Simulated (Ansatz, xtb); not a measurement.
**Relative energy of two isomers of BFH5OSi+**

Structure X: `B[OH+][SiH2]F`, a singlet. Structure Y: `FB[OH+][SiH3]`, a singlet. Both are isolated ions in the gas phase, relaxed with PBE0-D3(BJ)/def2-SVP; the shapes shown needn't be the lowest conformers.

X (Å):

```yaml
atoms:
  - { symbol: B, position_ang: [-1.3987, 0.7245, 1.8517] }
  - { symbol: F, position_ang: [1.3421, -1.6436, 0.2603] }
  - { symbol: O, position_ang: [-0.5347, -0.3000, 1.3837] }
  - { symbol: Si, position_ang: [0.9727, -0.0943, 0.3235] }
  - { symbol: H, position_ang: [-1.0863, 1.8261, 1.5027] }
  - { symbol: H, position_ang: [1.8721, 0.6991, 1.1722] }
  - { symbol: H, position_ang: [-2.3192, 0.3752, 2.5265] }
  - { symbol: H, position_ang: [-0.7501, -1.2181, 1.6437] }
  - { symbol: H, position_ang: [0.4277, 0.4404, -0.9318] }
```

Y (Å):

```xyz
9

B     0.5283   -0.8542    0.8497
F     1.0076    0.3096    1.1212
O    -0.8841   -0.8668    0.6037
Si   -1.9980   -2.3054    0.1875
H     1.1164   -1.8889    0.7837
H    -1.2958    0.0183    0.6783
H    -2.8780   -2.3524    1.3728
H    -0.9894   -3.3750    0.0655
H    -2.6204   -1.8286   -1.0642
```

Task: Estimate which is lower in electronic energy at CCSD(T)/def2-TZVP, and by roughly how much.

Result: The CCSD(T)/def2-TZVP calculation puts structure Y lower, by 4.0 kcal/mol.

How the difference moves with the method:

| level | geometry | E(Y) − E(X) (kcal/mol) | departure from the last row (kcal/mol) | job, with rough time for the two |
| --- | --- | --- | --- | --- |
| GFN2-xTB | GFN2-xTB | +6.1 | +10.1 | optimisation, 0.23 s |
| HF/STO-3G | GFN2-xTB | −34.3 | −30.3 | single point, 0.26 s |
| r2SCAN-D4/def2-SVP | GFN2-xTB | −12.7 | −8.7 | single point, 1.6 s |
| PBE0-D3(BJ)/def2-SVP | PBE0-D3(BJ)/def2-SVP | −12.4 | −8.4 | optimisation, 25 s |
| HF/def2-TZVP | PBE0-D3(BJ)/def2-SVP | −3.5 | +0.5 | part of the CCSD(T) run |
| MP2/def2-TZVP | PBE0-D3(BJ)/def2-SVP | −3.1 | +0.9 | part of the CCSD(T) run |
| CCSD(T)/def2-TZVP | PBE0-D3(BJ)/def2-SVP | −4.0 |  | single point, 21 s |

As drawn, Y has 1 B–F, 1 Si–H in place of 1 F–Si, 1 B–H.

GFN2-xTB puts the two in the other order. The largest departure from CCSD(T)/def2-TZVP is that of HF/STO-3G, 30.3 kcal/mol. A small imaginary or near-zero mode remains, so no thermal terms are given.

The correlated steps freeze 8 core orbitals. Codes used: Ansatz 0.2.0, xtb 6.7.1; the last row on 2 threads of Intel(R) Xeon(R) 6975P-C (Granite Rapids) on a shared host.
